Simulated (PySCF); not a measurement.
Bonds (- single, = double, # triple, : aromatic): F1-C2, C2=C3, C3-C4, C4-C5, C5-C6, C6-F7, C6-F8, C6-F9, C5-Si10, Si10-C3. C2 carries H11; C4 carries H12, H13; C5 carries H14; Si10 carries H15, H16. Stereochemistry as in F/C=C1/C[C@@H](C(F)(F)F)[SiH2]1. H12, H16 are cis to C6 on the ring; H13, H15 are trans to C6 on the ring.

Level of theory: shieldings: GIAO PBE0/pcSseg-1, structure optimised with GFN2-xTB, in PySCF 2.14.0 with density-fitted response routines (non-relativistic, equivalent nuclei averaged, gas phase, a single conformation).

δ = σ(ref) − σ, references computed at the same level: $^{13}$C and $^{1}$H and $^{29}$Si vs TMS; $^{19}$F against CFCl3.

```csv
atoms,nucleus,count,Hirshfeld charge,δ (ppm)
C5,$^{13}$C,1,-0.14,29.8
H12,$^{1}$H,1,0.04,?
F7/F8/F9,$^{19}$F,3,-0.10,-81.6
C6,$^{13}$C,1,0.25,138.8
H16,$^{1}$H,1,-0.06,5.29
Si10,$^{29}$Si,1,0.35,-43.0
H14,$^{1}$H,1,0.05,?
C2,$^{13}$C,1,0.04,165.1
H13,$^{1}$H,1,0.05,?
C4,$^{13}$C,1,-0.07,?
H11,$^{1}$H,1,0.06,7.20
F1,$^{19}$F,1,-0.09,-98.6
H15,$^{1}$H,1,-0.06,5.18
C3,$^{13}$C,1,-0.13,118.3
```

Problem. Estimate the values marked ?.

Solution. 
- C4: 28.0 ppm, allylic sp3 CH2; a saturated carbon with 2 carbon neighbours and no heteroatom attached
- H12: 3.14 ppm, hydrogen on an allylic sp3 CH2; allylic position
- H13: 3.08 ppm, hydrogen on an allylic sp3 CH2; allylic position
- H14: 2.44 ppm, hydrogen on an sp3 CH bonded to Si

Shifts are as computed. Against solution values, carbons near 30 ppm lie about +3 ppm off and those near 130 ppm about +5 ppm. Of 1309 compounds with measured shifts, 239 miss one by over three times the rms of a fit or turn the order of signals round; such compounds aren't used in these exercises. Unscaled 19F shifts against computed CFCl3 carry errors that often reach 10 to 50 ppm.
